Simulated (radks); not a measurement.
Xe16+, 38 electrons, occupied as [Kr] 4d2. Calculated with a radial shooting solver on a logarithmic mesh with Libxc functionals: Dirac Kohn-Sham, PBE, spin-unpolarised, spherical densities, finite nucleus; open shells fill j = l - 1/2 first; Fermi nuclear charge, rms radius 4.7859 fm.

Normalised radial functions P(r) = r R(r) (large component), r in bohr:

r           4d3/2
0.001384   0.0000
0.001802   0.0000
0.002346   0.0001
0.003055   0.0001
0.003977   0.0003
0.005179   0.0005
0.006744   0.0010
0.008781   0.0021
0.01143    0.0041
0.01489    0.0082
0.01939    0.0161
0.02525    0.0312
0.03314    0.0601
0.04315    0.1096
0.05618    0.1910
0.07316    0.3135
0.09526    0.4755
0.124      0.6491
0.1615     0.7651
0.2103     0.7171
0.2739     0.4068
0.3566    -0.1654
0.4643    -0.8253
0.6046    -1.2682
0.7936    -1.2438
1.033     -0.8243
1.346     -0.3577
1.752     -0.0919
2.282     -0.0120
2.971     -0.0007
3.869     0.0000

4d3/2: eigenvalue -389.01 eV, 1 radial node at r = 0.333 bohr, <r> = 0.735 bohr, 90 % of the charge inside 1.08 bohr.
